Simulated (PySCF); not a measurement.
Compound: SnH3(NHMe), CH₇NSn.
Bonds: Sn1–N5, N5–C6. Hydrogens: H2, H3, H4 on Sn1; H7 on N5; H8, H9, H10 on C6.

Computed, not measured: PBE0-D3(BJ)/def2-SVP geometry optimisation, gas phase, def2 core potentials past Kr in PySCF.

Task: Give the optimised bond lengths and angles.

Result: 
```csv
bond,length (Å)
"Sn1–H2, Sn1–H3",1.713
Sn1–H4,1.725
Sn1–N5,2.041
N5–C6,1.444
N5–H7,1.016
"C6–H8, C6–H9, C6–H10",1.106
```

Bonds in one row agree within 0.01 Å and their mean is given. A selection of angles:
```csv
angle,degrees
H2–Sn1–H3,111.9
H2–Sn1–H4,110.4
H2–Sn1–N5,105.8
H4–Sn1–N5,113.1
Sn1–N5–C6,120.7
Sn1–N5–H7,113.2
C6–N5–H7,112.1
N5–C6–H8,115.7
N5–C6–H9,110.1
N5–C6–H10,110.7
H8–C6–H9,106.7
H9–C6–H10,106.1
```

N5 (nitrogen bonded to C, Sn and H) is pyramidal (angles 120.7°, 113.2° and 112.1°, sum 346.0°, 0.31 Å off the plane of its three neighbours). Sn1 (tin bonded to N and 3 H) is distorted tetrahedral (angles from 105.8° to 113.1°).

No frequency check.

Hardware: Intel Xeon Platinum 8488C, one thread, no GPU (shared host). Cost: 21 s, 0.35 GiB resident at most. That covers the optimisation of the geometry.
